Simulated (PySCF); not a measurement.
## Two-photon absorption: `C=CCC[C@@H](C)O`, C6H12O

Geometry (Å), atoms numbered from 1 in this order:
```xyz
19

C     3.1964    1.0580   -0.1796
C     2.2684    0.1000   -0.1614
C     0.9645    0.1613    0.5665
C    -0.2446    0.0549   -0.3590
C    -1.5673   -0.0547    0.3944
C    -2.7628   -0.0933   -0.5433
O    -1.5708   -1.1598    1.2721
H     4.1291    0.9438   -0.7381
H     3.0584    1.9942    0.3714
H     2.4525   -0.8195   -0.7335
H     0.9001   -0.6656    1.2946
H     0.9048    1.0946    1.1511
H    -0.2772    0.9225   -1.0391
H    -0.1389   -0.8340   -1.0108
H    -1.6635    0.8248    1.0547
H    -2.8247    0.8170   -1.1585
H    -3.6949   -0.1919    0.0314
H    -2.6906   -0.9541   -1.2301
H    -1.5293   -1.9582    0.7326
```

Computed, not measured: TDDFT CAM-B3LYP/aug-cc-pVDZ excited states, vertical, gas phase (PySCF 2.14.0). Geometry: PBE0-D3(BJ)/def2-SVP.

Problem. How strongly do the lowest singlets absorb one photon, and two photons of half the energy?

Solution. δ for parallel linear polarisation; σ at the peak of a Lorentzian of half width 0.1 eV, single beam; Ω is circular over linear.
| state | E (eV) | f | photon λ (nm) | δ (au) | σ (GM) | Ω | main |
| --- | --- | --- | --- | --- | --- | --- | --- |
| S1 | 6.49 | 0.038 | 382 | 48.1 | 0.74 | 1.19 | HOMO→LUMO 0.54, HOMO→LUMO+2 0.29 |
| S2 | 6.71 | 0.020 | 370 | 44.3 | 0.73 | 1.34 | HOMO−1→LUMO 0.34, HOMO→LUMO+2 0.24 |
| S3 | 6.87 | 0.004 | 361 | 53.4 | 0.92 | 1.34 | HOMO→LUMO+1 0.59, HOMO→LUMO+5 0.15 |
| S4 | 7.07 | 0.374 | 351 | 247 | 4.52 | 0.27 | HOMO→LUMO+6 0.59, HOMO→LUMO+4 0.19 |
| S5 | 7.25 | 0.019 | 342 | 132 | 2.55 | 0.81 | HOMO→LUMO 0.21, HOMO→LUMO+2 0.18 |
| S6 | 7.35 | 0.052 | 337 | 148 | 2.93 | 0.53 | HOMO→LUMO+3 0.57, HOMO→LUMO+8 0.14 |

Among these, the strongest one-photon state is S4, the strongest two-photon state S4, with a dipole change of 3.2 D (relaxed, norm of the difference vector).
